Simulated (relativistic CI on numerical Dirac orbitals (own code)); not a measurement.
# Line list: Electric-dipole lines, W11+

Calculated at this level of theory: Dirac-Coulomb-Breit CI, orbitals from a KLI potential per configuration, a model potential for QED, unscaled Slater integrals (own radial code, finite nucleus).

Configuration list (outside the closed core [Kr] 4d10): 4f¹³5s²5p², 4f¹²5s²5p³, 4f¹⁴5s²5p, 4f¹³5s5p³, 4f¹⁴5s5p², 4f¹³5s²5p5d, 4f¹²5s5p⁴, 4f¹⁴5s²5d, 4f¹⁴5p³, 4f¹³5s²5p5f, 4f¹⁴5s²6s, 4f¹³5s²5p5g, 4f¹¹5s²5p⁴, 4f¹⁰5s²5p⁵, 4f¹¹5s5p⁵, 4f¹³5p⁴, 4f¹²5p⁵, 4f¹³5s²5d², 4f¹⁴5s5d², 4f¹⁴5s5p5d, 4f¹⁴5s5d5f. Double excitations out of closed p, d and f shells are left out; levels of such configurations are missing from the list, as are those of other unlisted configurations, and high levels can miss mixing partners.

```tsv
λ vac (nm)	Lower	Upper	A (s⁻¹)	gf	Branching (%)
40.673	4f¹⁴5s²5p ²P°1/2 [2]	4f¹⁴5s5p² ⁴P1/2 [120]	2.15e+09	1.07e-01	97.2
62.610	4f¹³5s²5p² ²P°3/2 [5]	4f¹⁴5s5p² ⁴P1/2 [120]	1.58e+07	1.86e-03	0.7
65.078	4f¹³5s²5p² ⁴F°3/2 [7]	4f¹⁴5s5p² ⁴P1/2 [120]	5.06e+06	6.42e-04	0.2
75.082	4f¹⁴5s²5p ²P°3/2 [16]	4f¹⁴5s5p² ⁴P1/2 [120]	1.93e+07	3.26e-03	0.9
75.112	4f¹³5s²5p² ²P°1/2 [17]	4f¹⁴5s5p² ⁴P1/2 [120]	1.32e+07	2.24e-03	0.6
127.13	4f¹²5s²5p³ ²P°1/2 [53]	4f¹⁴5s5p² ⁴P1/2 [120]	1.24e+04	6.00e-06	0.0
```

Terms are leading LS components. Brackets give the number of a level in order of energy, since labels repeat. The list gives strong lines, with weight on those to low levels, without lines whose two gauges differ by over a factor of 2.5, among the lowest 200 of 3031 levels, so that lines to higher ones, which can be the strongest, are missing. Levels whose partners in the same complex of configurations lie outside the list can be far off, and so can their lines. Rates are taken at the computed energies, electric ones in the length gauge.

At this charge transitions that keep the count of f electrons are usually good to a few per cent. Levels and lines within the n = 5 or 6 shells can be off by up to 10 % or somewhat more, and those that change n by about 2 %, since core polarisation is missing. Levels that differ in their count of f electrons can be misplaced by several ten thousand cm⁻¹, since the correlation energy of f electrons is missing or only estimated; rates across such gaps can be off by orders of magnitude.

(1) From the table, what is the radiative lifetime of 4f¹⁴5s5p² ⁴P1/2?

## Answers

(1) The listed rates from this level add up to about 2.21e+09 s⁻¹, 100 % of its decay; with all channels τ = 4.52e-10 s.

LS names give the leading component of a level, which can be under half, so a name can repeat, a term be missing and a line seem to break the LS rules.
